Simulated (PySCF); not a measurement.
## `O=C(O)C#C[SiH2]C[SiH3]`: 4 charge schemes on one density

Compound: C4H8O2Si2.
Cartesian coordinates in Å at the GFN2-xTB level; atoms count from 1:
```
atom  x, y, z in Å
O1     3.9867   -1.5465    0.7547
C2     3.7273   -0.5271    0.1692
O3     4.6615    0.2908   -0.3378
C4     2.3961   -0.0378   -0.0718
C5     1.2619    0.3351   -0.2529
Si6   -0.4988    0.8787   -0.5117
C7    -1.6171   -0.4274    0.2917
Si8   -3.4846   -0.0960    0.1610
H9     5.5457   -0.0662   -0.1599
H10   -0.6328    2.1893    0.1317
H11   -0.7066    0.9630   -1.9607
H12   -1.4003   -1.3985   -0.1559
H13   -1.3500   -0.5195    1.3456
H14   -4.2225   -1.1767    0.8197
H15   -3.8018    1.1777    0.8109
H16   -3.8723   -0.0300   -1.2499
```

Density: PBE0/pcSseg-1 (PySCF); schemes: Mulliken, IAO, Hirshfeld and ESP-fitted. Isolated species at its GFN2-xTB geometry (one conformer only).

Task: Which atoms carry the lowest charge in the Mulliken, IAO, Hirshfeld and ESP-fitted schemes?

Result: The schemes don't all agree: Mulliken C7 (-0.860); IAO C7 (-0.823); Hirshfeld O1 (-0.260); ESP-fitted O3 (-0.575).

Task: At which atom do the 4 schemes differ most?

Result: At C7: from -0.860 (Mulliken) to -0.240 e (Hirshfeld), 0.620 e apart.

Task: Tabulate the Mulliken, IAO, Hirshfeld and ESP-fitted charges.

Result: In e:

```json
{"atom": "O1", "environment": "acid carbonyl oxygen", "Mulliken": "-0.380", "IAO": "-0.436", "Hirshfeld": "-0.260", "ESP-fitted": "-0.535"}
{"atom": "C2", "environment": "carboxylic acid carbon", "Mulliken": "+0.271", "IAO": "+0.523", "Hirshfeld": "+0.216", "ESP-fitted": "+0.803"}
{"atom": "O3", "environment": "acid hydroxyl oxygen", "Mulliken": "-0.349", "IAO": "-0.466", "Hirshfeld": "-0.170", "ESP-fitted": "-0.575"}
{"atom": "C4", "environment": "alkyne carbon", "Mulliken": "+0.115", "IAO": "-0.066", "Hirshfeld": "-0.047", "ESP-fitted": "-0.175"}
{"atom": "C5", "environment": "alkyne carbon", "Mulliken": "-0.242", "IAO": "-0.274", "Hirshfeld": "-0.120", "ESP-fitted": "-0.223"}
{"atom": "Si6", "environment": "SiH2 silicon", "Mulliken": "+0.697", "IAO": "+0.787", "Hirshfeld": "+0.371", "ESP-fitted": "+0.562"}
{"atom": "C7", "environment": "sp3 carbon bound to silicon", "Mulliken": "-0.860", "IAO": "-0.823", "Hirshfeld": "-0.240", "ESP-fitted": "-0.479"}
{"atom": "Si8", "environment": "SiH3 silicon", "Mulliken": "+0.489", "IAO": "+0.606", "Hirshfeld": "+0.318", "ESP-fitted": "+0.431"}
{"atom": "H9", "environment": "acid proton", "Mulliken": "+0.246", "IAO": "+0.377", "Hirshfeld": "+0.193", "ESP-fitted": "+0.424"}
{"atom": "H10", "environment": "Si–H hydrogen", "Mulliken": "-0.062", "IAO": "-0.109", "Hirshfeld": "-0.065", "ESP-fitted": "-0.097"}
{"atom": "H11", "environment": "Si–H hydrogen", "Mulliken": "-0.062", "IAO": "-0.109", "Hirshfeld": "-0.065", "ESP-fitted": "-0.098"}
{"atom": "H12", "environment": "methylene hydrogen", "Mulliken": "+0.181", "IAO": "+0.171", "Hirshfeld": "+0.049", "ESP-fitted": "+0.143"}
{"atom": "H13", "environment": "methylene hydrogen", "Mulliken": "+0.181", "IAO": "+0.171", "Hirshfeld": "+0.049", "ESP-fitted": "+0.144"}
{"atom": "H14", "environment": "Si–H hydrogen", "Mulliken": "-0.073", "IAO": "-0.111", "Hirshfeld": "-0.074", "ESP-fitted": "-0.105"}
{"atom": "H15", "environment": "Si–H hydrogen", "Mulliken": "-0.075", "IAO": "-0.120", "Hirshfeld": "-0.077", "ESP-fitted": "-0.111"}
{"atom": "H16", "environment": "Si–H hydrogen", "Mulliken": "-0.075", "IAO": "-0.120", "Hirshfeld": "-0.077", "ESP-fitted": "-0.110"}
```

Mean size of the charges over all atoms: IAO 0.329 e, ESP-fitted 0.314 e, Mulliken 0.272 e, Hirshfeld 0.149 e. Each set sums to the total charge, 0, to within 0.001 e. The IAO scheme counts the electrons in orthogonalised intrinsic atomic orbitals, a minimal basis polarised so that it spans the occupied orbitals exactly.

Task: How closely do the schemes follow one another over all atoms?

Result: Correlation coefficient and root-mean-square difference: Mulliken with IAO 0.97, 0.101 e; IAO with Hirshfeld 0.97, 0.238 e; IAO with ESP-fitted 0.94, 0.141 e; Hirshfeld with ESP-fitted 0.94, 0.223 e; Mulliken with Hirshfeld 0.92, 0.201 e; Mulliken with ESP-fitted 0.85, 0.202 e.

Task: Sum the charges by element.

Result: 
```json
{"element": "O", "atoms": "2", "Mulliken": "-0.729", "IAO": "-0.902", "Hirshfeld": "-0.430", "ESP-fitted": "-1.110"}
{"element": "C", "atoms": "4", "Mulliken": "-0.717", "IAO": "-0.641", "Hirshfeld": "-0.191", "ESP-fitted": "-0.074"}
{"element": "Si", "atoms": "2", "Mulliken": "+1.185", "IAO": "+1.393", "Hirshfeld": "+0.689", "ESP-fitted": "+0.993"}
{"element": "H", "atoms": "8", "Mulliken": "+0.260", "IAO": "+0.150", "Hirshfeld": "-0.069", "ESP-fitted": "+0.191"}
```

Task: How many electrons does the IAO scheme count on Si6?

Result: Z − q = 14 − (+0.787) = 13.213.
